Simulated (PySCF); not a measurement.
Screening by computed properties: pick the candidate that meets the target.

All species are isolated and taken at one optimised geometry, non-relativistic unless stated. Electronic properties by PySCF.

The conformers computed, where there is a choice (atom-mapped SMILES and torsion angles):
- `[CH3:1][CH2:2][c:3]1[cH:4][cH:5][cH:6][cH:7][s+:8]1`: C1–C2–C3–C4 178°
- `[NH2:1][C:2](=[O:3])[C@@H:4]1[CH:5]=[CH:6][C:7](=[O:8])[CH2:9]1`: N1–C2–C4–C5 -72°, H–N1–C2–O3 -1°, H–N1–C2–O3 179°
- `[CH2:1]=[CH:2][C@H:3]([F:4])[CH2:5][CH3:6]`: C1–C2–C3–F4 7°, C2–C3–C5–C6 -175°
- `[CH3:1][C:2](=[C:3]=[CH:4][C:5]([F:6])([F:7])[F:8])[C:9]#[N:10]`: C3–C4–C5–F6 -114°

Task: Wanted: electronic spatial extent ⟨r²⟩ about the centre of nuclear charge between 1000 bohr² and 1500 bohr² (PBE0/def2-SVPD) and HOMO energy below -7.5 eV (PBE0/def2-SVPD), at GFN2-xTB geometries. Which candidate meets both?
A. `NC(=O)[C@@H]1C=CC(=O)C1`
B. `CC(=C=CC(F)(F)F)C#N`
C. `C=C[C@H](F)CC`
D. `CCc1cccc[s+]1`

Result: D. Computed values:
```
                species  electronic spatial extent ⟨r²⟩ about the centre of nuclear charge  HOMO energy
          C=C[C@H](F)CC                                                          701 bohr²     -7.68 eV
          CCc1cccc[s+]1                                                         1127 bohr²    -12.93 eV
NC(=O)[C@@H]1C=CC(=O)C1                                                         1211 bohr²     -7.27 eV
    CC(=C=CC(F)(F)F)C#N                                                         1775 bohr²     -8.54 eV
```
